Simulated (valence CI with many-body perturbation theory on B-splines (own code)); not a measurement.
**Tb⁶⁰⁺: E2, E3, M1, M2 decay**

Method: configuration interaction combined with many-body perturbation theory (CI+MBPT): three valence electrons over a frozen Dirac-Fock core [He], a basis of 11 s, 11 p, 10 d, 8 f, 5 g, 2 h functions for each j, with the one-electron correlation potential Σ1, the two-electron term Σ2, the three-electron term Σ3, Breit, model QED; selected CI, second order for the rest, scaled by the run's own slope (own B-spline code, finite nucleus).

The last digits are not significant, and no measured levels were compared; by estimate large intervals hold to a few tenths of a per cent, small ones and those within an open d or f shell to about a per cent.

Lines 1 to 40 of 40 in falling wavelength, among levels below 11407 eV, chosen from the decays that carry over 1 % of a level's rate. Wavelengths and rates use the calculated energies. Electric multipoles are in the length gauge, E1 and E2 with the static RPA response of the core. S is in atomic units (e²a₀⁴ for E2 and M2, e²a₀⁶ for E3), for M1 in squared Bohr magnetons. Weak lines are less certain than strong ones. Lines between different terms over intervals too small for the method are left out, as are lines whose strength nearly cancels. The highest levels of a list are the least certain.

Levels are named by their leading jj configuration (3d3/2^4 stands for four electrons in 3d with j = 3/2), which in mixed levels can hold well under half, so a name can repeat and another be missing. Letters in brackets count levels of one name in rising energy.

```tsv
λ vac (nm)	Upper	Lower	Type	A (s⁻¹)	S (a.u.)
1.656	(2s 2p1/2 2p3/2) J=3/2 [a]	(2s 2p1/2^2) J=1/2	M1	2.56e+09	1.73e+00
1.598	(2s 2p3/2 3d5/2) J=9/2	(2s 2p1/2 3d5/2) J=7/2	M1	2.42e+09	3.65e+00
1.523	(2s^2 2p3/2) J=3/2	(2s^2 2p1/2) J=1/2	M1	2.45e+09	1.28e+00
0.1737	(2s^2 3p1/2) J=1/2	(2s^2 2p3/2) J=3/2	E2	1.39e+12	3.93e-05
0.1710	(2s 2p3/2 3p3/2) J=7/2	(2s 2p3/2^2) J=3/2	E2	4.08e+10	4.27e-06
0.1689	(2s 2p3/2 3p3/2) J=7/2	(2s 2p3/2^2) J=5/2	E2	4.66e+11	4.57e-05
0.1686	(2s 2p3/2 3p3/2) J=1/2 [b]	(2s 2p3/2^2) J=3/2	E2	8.12e+11	1.97e-05
0.1685	(2s 2p1/2 3p3/2) J=5/2	(2s 2p1/2 2p3/2) J=5/2	E2	3.78e+11	2.74e-05
0.1681	(2s^2 3p3/2) J=3/2	(2s^2 2p3/2) J=3/2	E2	6.91e+11	3.31e-05
0.1665	(2s 2p3/2 3p3/2) J=1/2 [b]	(2s 2p3/2^2) J=5/2	E2	2.74e+11	6.26e-06
0.1663	(2s 2p3/2 3d5/2) J=9/2	(2s 2p3/2^2) J=5/2	M2	2.93e+10	3.32e-06
0.1663	(2s 2p3/2 3d5/2) J=9/2	(2s 2p3/2^2) J=5/2	E3	1.71e+09	1.92e-06
0.1524	(2s 2p3/2 3p3/2) J=7/2	(2s 2p1/2 2p3/2) J=5/2	E2	3.58e+11	2.10e-05
0.1522	(2s 2p1/2 3p3/2) J=5/2	(2s 2p1/2^2) J=1/2	E2	7.64e+11	3.34e-05
0.1517	(2s 2p3/2 3p3/2) J=7/2	(2s 2p1/2 2p3/2) J=3/2 [a]	E2	5.64e+11	3.23e-05
0.1516	(2s 2p3/2 3p3/2) J=1/2 [b]	(2s 2p1/2 2p3/2) J=3/2 [b]	E2	7.98e+11	1.14e-05
0.1514	(2s^2 3p3/2) J=3/2	(2s^2 2p1/2) J=1/2	E2	8.37e+11	2.37e-05
0.1503	(2s 2p3/2 3d5/2) J=9/2	(2s 2p1/2 2p3/2) J=5/2	M2	9.58e+09	6.56e-07
0.1503	(2s 2p3/2 3d5/2) J=9/2	(2s 2p1/2 2p3/2) J=5/2	E3	1.55e+09	8.52e-07
0.1496	(2s 2p3/2 3d5/2) J=9/2	(2s 2p1/2 2p3/2) J=3/2 [a]	E3	3.03e+09	1.61e-06
0.1483	(2p1/2 2p3/2 3d3/2) J=5/2 [a]	(2s 2p1/2 2p3/2) J=1/2	E2	1.30e+12	4.98e-05
0.1481	(2p1/2 2p3/2 3d3/2) J=7/2	(2s 2p1/2 2p3/2) J=3/2 [b]	E2	1.70e+12	8.64e-05
0.1475	(2s 2p1/2 3d3/2) J=5/2	(2s^2 2p1/2) J=1/2	E2	2.12e+12	7.93e-05
0.1472	(2p1/2^2 3d3/2) J=3/2	(2s 2p1/2^2) J=1/2	E2	4.07e+12	1.01e-04
0.1472	(2p3/2^2 3d5/2) J=7/2	(2s 2p3/2^2) J=3/2	E2	1.65e+12	8.15e-05
0.1470	(2p1/2 2p3/2 3d3/2) J=7/2	(2s 2p1/2 2p3/2) J=5/2	E2	1.96e+12	9.60e-05
0.1466	(2p1/2 2p3/2 3d3/2) J=5/2 [a]	(2s 2p1/2 2p3/2) J=3/2 [a]	E2	1.91e+12	6.91e-05
0.1465	(2p1/2 2p3/2 3d3/2) J=1/2 [a]	(2s 2p1/2 2p3/2) J=3/2 [a]	E2	3.72e+12	4.49e-05
0.1463	(2p1/2 2p3/2 3d3/2) J=7/2	(2s 2p1/2 2p3/2) J=3/2 [a]	E2	4.39e+11	2.10e-05
0.1459	(2p1/2 2p3/2 3d5/2) J=9/2	(2s 2p1/2 2p3/2) J=5/2	E2	4.28e+12	2.52e-04
0.1455	(2p3/2^2 3d5/2) J=7/2	(2s 2p3/2^2) J=5/2	E2	2.57e+12	1.20e-04
0.1455	(2p3/2^2 3d5/2) J=9/2	(2s 2p3/2^2) J=5/2	E2	4.32e+12	2.52e-04
0.1455	(2p1/2 2p3/2 3d5/2) J=7/2 [a]	(2s 2p1/2 2p3/2) J=3/2 [a]	E2	3.79e+12	1.77e-04
0.1250	(2p1/2^2 4f7/2) J=7/2	(2p1/2^2 2p3/2) J=3/2	E2	3.07e+12	6.68e-05
0.1249	(2s 2p1/2 4f7/2) J=5/2	(2s 2p1/2 2p3/2) J=1/2	E2	2.13e+12	3.47e-05
0.1242	(2s 2p1/2 4f7/2) J=9/2	(2s 2p1/2 2p3/2) J=5/2	E2	3.02e+12	7.96e-05
0.1241	(2s 2p1/2 4f7/2) J=7/2 [a]	(2s 2p1/2 2p3/2) J=3/2 [a]	E2	2.24e+12	4.71e-05
0.1239	(2s^2 4f7/2) J=7/2	(2s^2 2p3/2) J=3/2	E2	3.05e+12	6.36e-05
0.1153	(2s 2p1/2 4f5/2) J=3/2	(2s 2p1/2^2) J=1/2	E2	3.03e+12	2.20e-05
0.1147	(2s^2 4f5/2) J=5/2	(2s^2 2p1/2) J=1/2	E2	2.36e+12	2.51e-05
```
